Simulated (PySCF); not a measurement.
**Which element holds H most strongly?**

CCSD(T) in PySCF with def2-TZVPPD on every atom (core potentials on In), for the lowest determinant that a PBE0 search found; no spin–orbit coupling. D0 is De less the harmonic zero-point energy.

```
 M  state (unpaired electrons)  Re (Å)  ωe (cm⁻¹)  D0(MH) (eV)
Ge               doublet (π ↑)   1.591       1907         2.81
Zn               doublet (σ ↑)   1.590       1603         0.93
 B      singlet (closed shell)   1.234       2357         3.48
Co          triplet (π ↑, δ ↑)   1.511       1853         2.15
Cu      singlet (closed shell)   1.471       1876         2.60
In      singlet (closed shell)   1.837       1486         2.65
 P              triplet (π ↑↑)   1.425       2362         2.93
```

Task: Order the elements by D0 and give the energy of PH + In → InH + P.

Result: B > P > Ge > In > Cu > Co > Zn; ΔE = 2.93 − 2.65 = +0.28 eV at CCSD(T)/def2-TZVPPD. Close neighbours can swap at other levels.

Correlated steps freeze the inner cores (1 to 9 orbitals); shallow outer-core shells are correlated. UHF and ROHF references stand side by side, which adds small steps between rows. Spin–orbit coupling is left out, which matters for elements this heavy, above all for dissociation energies. Where the molecule has an RHF reference, its open-shell atoms are computed with UHF. The CCSD T1 diagnostic is raised in CoH, CuH, a sign that a single reference may not be enough there. States were picked by a PBE0 search and need not be the measured ground states.
